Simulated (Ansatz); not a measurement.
Energy needed to pull apart SiH$_{3}$Te (SMILES [SiH2][TeH]), doublet, into free ground-state atoms, from the structure below (displaced at random from a GFN2-xTB minimum); no zero-point or spin–orbit terms; open-shell atoms are treated unrestricted, in their ground-state multiplicity.

```
5
angstrom
Si -0.2383 -0.7727 -0.2754
Te 1.2286 1.1711 0.4533
H -1.7007 -0.6040 0.0608
H 0.2756 -1.9656 0.4602
H 0.4296 2.1850 -0.6596
```

Computed with Ansatz 0.2.0 (basis: def2-TZVPP); correlated methods freeze the cores; orbitals are unrestricted. Filled d shells of the heavier atoms are correlated. Core potentials replace the inner electrons of the atoms past krypton. The def2 sets are not built for correlating such inner shells, so the correlated values are less sure here.

```csv
method,atomization energy (kcal/mol)
PBE-D4,276.5
r2SCAN-D4,277.0
PBE0-D4,272.8
r2SCANh-D4,275.4
BHLYP-D4,270.0
wB97M-V,?
HF,194.2
MP2,?
CCSD,261.9
CCSD(T),266.2
```

Question: What does MP2 give? (To be estimated.)

Answer: Computed: 261.6 kcal/mol, which is about 4.6 kcal/mol less than CCSD(T)/def2-TZVPP.

Question: What does wB97M-V give? (To be estimated.)

Answer: The calculation gives: 270.7 kcal/mol, which is about 4.5 kcal/mol more than CCSD(T)/def2-TZVPP.

In triple zeta the MP2 and coupled-cluster atomization energies are still short of their basis limit by a few kcal/mol a bond, whereas those of the functionals are nearly converged, so these differences are not deviations from converged CCSD(T).

No T1 diagnostic of these runs exceeds 0.016. ⟨S²⟩ of the unrestricted Hartree–Fock references: 0.76 (a pure state has 0.75).

For scale, one of the runs: CCSD(T)/def2-TZVPP forces, 134 basis functions (an equivalent command: `ansatz run in.yaml --threads 4`). Hardware: 4 CPU threads, shared host. Wall time 3.1 min; peak host memory 3.1 GiB.
